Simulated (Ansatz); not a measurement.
Relaxation of the cluster Co₂Si₅ with RKS PBE-D4/def2-SVP.

```sh
$ ansatz run in.yaml --threads 4 --pin off --events-out ev --progress --plain --max-ram 4787MiB
```

```yaml
crystal:
  periodic: [false, false, false]
  atoms:
    - {symbol: Co, position_ang: [-1.257740, 1.421860, -0.356450]}
    - {symbol: Co, position_ang: [1.903260, 0.146300, -0.310370]}
    - {symbol: Si, position_ang: [1.568280, -1.896280, 0.519030]}
    - {symbol: Si, position_ang: [-2.463410, -0.280650, 0.429250]}
    - {symbol: Si, position_ang: [0.278790, 0.627580, -1.742080]}
    - {symbol: Si, position_ang: [-0.652010, -1.587160, 0.652320]}
    - {symbol: Si, position_ang: [0.622840, 1.568350, 0.808300]}
basis:
  gaussian: {orbitals: def2-SVP}
hamiltonian: {xc: pbe, dispersion: d4}
scf: {lower_state_search: "off"}
output: {orbitals: {seedname: orbitals}}
relax: {f_tol: 0.02, max_steps: 100}
```

Run time 69 s (4 threads of Arm Neoverse V2 on a shared host).

Positions (Å) and forces (eV/Å) at steps 1, 2, 3, 4, 5, 6, 7, 8, 9, 10, 11, 12, 13, 14, 15, 16, 17, 18, 19, 20, 21, 22, 24, 25 of 25:

```xyz
7
step=1 energy=-114586.9122 eV
Co   -1.258    1.422   -0.356    0.354   -0.366    0.063
Co    1.903    0.146   -0.310   -0.521   -0.019    0.052
Si    1.568   -1.896    0.519    0.019    0.148   -0.028
Si   -2.463   -0.281    0.429    0.080    0.120   -0.020
Si    0.279    0.628   -1.742    0.043    0.150    1.930
Si   -0.652   -1.587    0.652    0.452    1.078   -0.498
Si    0.623    1.568    0.808   -0.427   -1.111   -1.499
7
step=2 energy=-114587.4944 eV
Co   -1.316    1.419   -0.349    0.163   -0.233    0.044
Co    1.943    0.104   -0.301   -0.288   -0.055    0.036
Si    1.607   -1.910    0.524   -0.035    0.064    0.010
Si   -2.502   -0.264    0.432    0.064    0.021    0.016
Si    0.268    0.605   -1.609   -0.007   -0.004    0.936
Si   -0.583   -1.420    0.576    0.328    0.789   -0.379
Si    0.583    1.466    0.728   -0.226   -0.581   -0.662
7
step=3 energy=-114587.6749 eV
Co   -1.341    1.399   -0.340   -0.188    0.107   -0.030
Co    1.946    0.072   -0.292    0.210   -0.055   -0.028
Si    1.621   -1.918    0.532    0.036   -0.126    0.082
Si   -2.518   -0.260    0.440   -0.116   -0.066    0.076
Si    0.253    0.569   -1.531   -0.005   -0.033   -0.468
Si   -0.515   -1.255    0.494   -0.045   -0.115   -0.019
Si    0.553    1.392    0.697    0.109    0.288    0.388
7
step=4 energy=-114587.7014 eV
Co   -1.356    1.400   -0.341    0.092   -0.171   -0.011
Co    1.958    0.062   -0.294   -0.186   -0.059   -0.011
Si    1.638   -1.928    0.589   -0.178    0.211    0.031
Si   -2.539   -0.255    0.497    0.272    0.033    0.041
Si    0.255    0.572   -1.554    0.011    0.036    0.031
Si   -0.517   -1.265    0.394   -0.033   -0.103   -0.127
Si    0.562    1.413    0.710    0.022    0.052    0.046
7
step=5 energy=-114587.7579 eV
Co   -1.363    1.393   -0.344    0.248   -0.423    0.030
Co    1.958    0.052   -0.298   -0.477   -0.129    0.033
Si    1.635   -1.902    0.695   -0.376    0.544   -0.064
Si   -2.525   -0.238    0.602    0.649    0.140   -0.038
Si    0.258    0.580   -1.576   -0.008    0.016    0.437
Si   -0.534   -1.316    0.201    0.025    0.021   -0.236
Si    0.570    1.432    0.720   -0.060   -0.169   -0.163
7
step=6 energy=-114587.9104 eV
Co   -1.353    1.375   -0.346    0.167   -0.381    0.106
Co    1.938    0.044   -0.300   -0.394   -0.155    0.116
Si    1.594   -1.840    0.789   -0.437    0.601   -0.118
Si   -2.455   -0.220    0.698    0.737    0.139   -0.087
Si    0.260    0.584   -1.578   -0.027   -0.032    0.254
Si   -0.550   -1.369    0.013    0.015   -0.005   -0.190
Si    0.567    1.425    0.725   -0.060   -0.168   -0.082
7
step=7 energy=-114588.1254 eV
Co   -1.331    1.355   -0.346    0.048   -0.180    0.151
Co    1.905    0.043   -0.299   -0.172   -0.095    0.159
Si    1.510   -1.737    0.873   -0.442    0.418   -0.065
Si   -2.324   -0.202    0.787    0.618    0.004   -0.038
Si    0.256    0.578   -1.583   -0.022   -0.042   -0.126
Si   -0.571   -1.437   -0.169    0.028    0.039   -0.095
Si    0.556    1.400    0.737   -0.059   -0.145    0.013
7
step=8 energy=-114588.3135 eV
Co   -1.309    1.316   -0.359   -0.022    0.047    0.131
Co    1.854    0.031   -0.300    0.052    0.020    0.133
Si    1.391   -1.637    0.967   -0.444    0.217   -0.069
Si   -2.157   -0.201    0.895    0.465   -0.160   -0.057
Si    0.270    0.606   -1.644   -0.045   -0.100   -0.177
Si   -0.578   -1.470   -0.323    0.007    0.030    0.032
Si    0.528    1.355    0.763   -0.013   -0.053    0.009
7
step=9 energy=-114588.4223 eV
Co   -1.295    1.307   -0.328    0.053   -0.131   -0.001
Co    1.842    0.033   -0.278   -0.137   -0.049    0.007
Si    1.220   -1.550    1.024    0.017    0.070    0.132
Si   -1.987   -0.263    0.953    0.039    0.069    0.133
Si    0.252    0.565   -1.667    0.075    0.185   -0.217
Si   -0.577   -1.473   -0.459   -0.071   -0.188   -0.155
Si    0.545    1.381    0.755    0.024    0.045    0.102
7
step=10 energy=-114588.5031 eV
Co   -1.259    1.241   -0.320   -0.029   -0.042   -0.089
Co    1.770    0.013   -0.268   -0.001   -0.046   -0.090
Si    1.068   -1.474    1.111   -0.090    0.070    0.022
Si   -1.824   -0.310    1.050    0.118   -0.008    0.019
Si    0.271    0.606   -1.748   -0.111   -0.277   -0.042
Si   -0.583   -1.492   -0.592    0.074    0.191   -0.162
Si    0.557    1.416    0.768    0.040    0.112    0.342
7
step=11 energy=-114588.6756 eV
Co   -1.212    1.183   -0.315    0.043    0.008   -0.119
Co    1.697    0.005   -0.263   -0.017    0.034   -0.124
Si    0.913   -1.386    1.186   -0.256    0.264   -0.121
Si   -1.653   -0.353    1.134    0.374    0.014   -0.109
Si    0.256    0.564   -1.832   -0.243   -0.603    0.204
Si   -0.569   -1.463   -0.746    0.192    0.484   -0.111
Si    0.569    1.449    0.836   -0.093   -0.200    0.380
7
step=12 energy=-114588.6651 eV rejected
Co   -1.157    1.142   -0.329    0.007    0.068   -0.287
Co    1.631    0.016   -0.277    0.044    0.086   -0.299
Si    0.773   -1.265    1.239    0.773   -0.563   -0.110
Si   -1.468   -0.360    1.196   -0.884    0.217   -0.139
Si    0.226    0.481   -1.919    0.033    0.069    0.285
Si   -0.550   -1.415   -0.873   -0.015   -0.049    0.416
Si    0.545    1.400    0.964    0.041    0.172    0.134
7
step=13 energy=-114588.7897 eV
Co   -1.198    1.184   -0.338    0.066    0.043   -0.094
Co    1.687    0.017   -0.283   -0.026    0.088   -0.081
Si    0.875   -1.337    1.187    0.072   -0.050    0.121
Si   -1.584   -0.337    1.140   -0.084    0.050    0.157
Si    0.231    0.499   -1.842   -0.034   -0.108   -0.285
Si   -0.552   -1.422   -0.775    0.031    0.020   -0.113
Si    0.543    1.396    0.911   -0.025   -0.044    0.295
7
step=14 energy=-114588.8421 eV
Co   -1.153    1.185   -0.367    0.057   -0.115   -0.017
Co    1.654    0.059   -0.296   -0.131    0.003   -0.041
Si    0.893   -1.342    1.181    0.216   -0.079    0.047
Si   -1.577   -0.312    1.151   -0.172    0.244    0.100
Si    0.222    0.453   -1.905    0.029    0.042   -0.153
Si   -0.555   -1.407   -0.766    0.076    0.013   -0.048
Si    0.517    1.363    1.001   -0.075   -0.108    0.110
7
step=15 energy=-114588.9318 eV
Co   -1.108    1.171   -0.418    0.096   -0.119    0.076
Co    1.603    0.097   -0.321   -0.203    0.052    0.045
Si    0.961   -1.369    1.174    0.130   -0.039   -0.048
Si   -1.599   -0.239    1.176    0.026    0.282    0.019
Si    0.220    0.420   -1.991    0.057    0.020   -0.118
Si   -0.536   -1.359   -0.726    0.067    0.022    0.044
Si    0.459    1.279    1.107   -0.174   -0.218   -0.019
7
step=16 energy=-114589.0353 eV
Co   -1.049    1.152   -0.481    0.713   -0.423    0.191
Co    1.524    0.157   -0.338   -0.746    0.297    0.147
Si    1.056   -1.419    1.147   -0.216    0.217   -0.206
Si   -1.613   -0.126    1.207    0.034   -0.185   -0.056
Si    0.226    0.372   -2.097    0.084   -0.118   -0.217
Si   -0.514   -1.301   -0.669   -0.123   -0.024   -0.022
Si    0.369    1.166    1.231    0.254    0.236    0.163
7
step=17 energy=-114589.3460 eV
Co   -0.889    1.088   -0.506    0.430   -0.264    0.152
Co    1.362    0.262   -0.338   -0.101    0.007   -0.146
Si    1.083   -1.433    1.100   -0.658    0.901   -0.080
Si   -1.592   -0.065    1.234   -0.684   -1.054   -0.136
Si    0.236    0.296   -2.232    0.019   -0.107    0.168
Si   -0.523   -1.285   -0.657   -0.227   -0.086   -0.252
Si    0.323    1.136    1.399    1.221    0.603    0.295
7
step=18 energy=-114589.3647 eV
Co   -0.748    0.998   -0.473   -2.197    1.278   -0.132
Co    1.276    0.315   -0.374    2.246   -0.862   -0.198
Si    0.948   -1.299    1.141    0.099    0.054    0.229
Si   -1.547   -0.136    1.257   -0.649   -0.640   -0.100
Si    0.231    0.278   -2.321   -0.042   -0.158    0.409
Si   -0.547   -1.301   -0.722   -0.038   -0.111   -0.276
Si    0.387    1.146    1.493    0.582    0.438    0.069
7
step=19 energy=-114589.6566 eV
Co   -0.774    1.158   -0.411   -0.329   -0.221   -0.183
Co    1.325    0.167   -0.428    0.514    0.036    0.358
Si    0.961   -1.227    1.284   -0.167   -0.116   -0.213
Si   -1.604   -0.243    1.097   -0.094    0.018    0.193
Si    0.123    0.340   -2.234   -0.101    0.042   -0.191
Si   -0.489   -1.339   -0.721   -0.074   -0.095   -0.145
Si    0.459    1.144    1.413    0.252    0.337    0.182
7
step=20 energy=-114589.6199 eV rejected
Co   -0.840    1.048   -0.391    0.454    0.696   -0.630
Co    1.346    0.171   -0.405   -0.130    0.137    0.322
Si    0.832   -1.237    1.287    0.069    0.061   -0.390
Si   -1.499   -0.236    1.157   -0.368   -0.626    0.509
Si    0.149    0.368   -2.256   -0.008   -0.095    0.364
Si   -0.495   -1.369   -0.821    0.059    0.211    0.439
Si    0.507    1.254    1.429   -0.076   -0.385   -0.614
7
step=21 energy=-114589.7138 eV
Co   -0.801    1.113   -0.423   -0.061   -0.073    0.047
Co    1.356    0.191   -0.401   -0.007    0.014    0.080
Si    0.914   -1.244    1.247   -0.038   -0.040   -0.066
Si   -1.585   -0.245    1.147    0.041   -0.018    0.028
Si    0.144    0.339   -2.238    0.069   -0.025    0.022
Si   -0.500   -1.338   -0.740   -0.054    0.008   -0.070
Si    0.473    1.184    1.409    0.051    0.134   -0.042
7
step=22 energy=-114589.7248 eV
Co   -0.823    1.090   -0.422    0.070   -0.001    0.027
Co    1.356    0.197   -0.383    0.009    0.022    0.002
Si    0.883   -1.255    1.228   -0.024    0.017    0.007
Si   -1.553   -0.255    1.176    0.040   -0.047   -0.001
Si    0.173    0.339   -2.231   -0.001   -0.006    0.022
Si   -0.517   -1.338   -0.761   -0.044    0.030    0.013
Si    0.481    1.221    1.393   -0.050   -0.015   -0.070
7
step=24 energy=-114589.7258 eV rejected
Co   -0.824    1.080   -0.422    0.010    0.062   -0.007
Co    1.358    0.191   -0.382    0.024    0.044   -0.005
Si    0.870   -1.252    1.232   -0.013   -0.002   -0.003
Si   -1.536   -0.270    1.189    0.012   -0.009   -0.002
Si    0.183    0.345   -2.232   -0.006   -0.014    0.002
Si   -0.527   -1.322   -0.765   -0.020   -0.066    0.004
Si    0.476    1.230    1.379   -0.007   -0.014    0.012
7
step=25 energy=-114589.7265 eV
Co   -0.821    1.087   -0.422    0.000    0.000    0.001
Co    1.360    0.196   -0.382   -0.002    0.000    0.002
Si    0.871   -1.251    1.229    0.001    0.001   -0.002
Si   -1.537   -0.268    1.184    0.001    0.000   -0.001
Si    0.180    0.341   -2.229    0.001   -0.001    0.002
Si   -0.529   -1.332   -0.764   -0.001    0.001    0.000
Si    0.476    1.227    1.384    0.000    0.000   -0.003
```

The restricted singlet is unstable towards broken spin symmetry in Hartree–Fock (as tested in another run); at PBE-D4/def2-SVP this wasn't settled. The relaxation made no stability test and no search for a lower SCF solution. At PBE0-D4/def2-TZVP a quintet of charge 0 lies 1.19 eV below the restricted singlet, each at its own geometry. The structure comes from a short search, and lower isomers may exist.
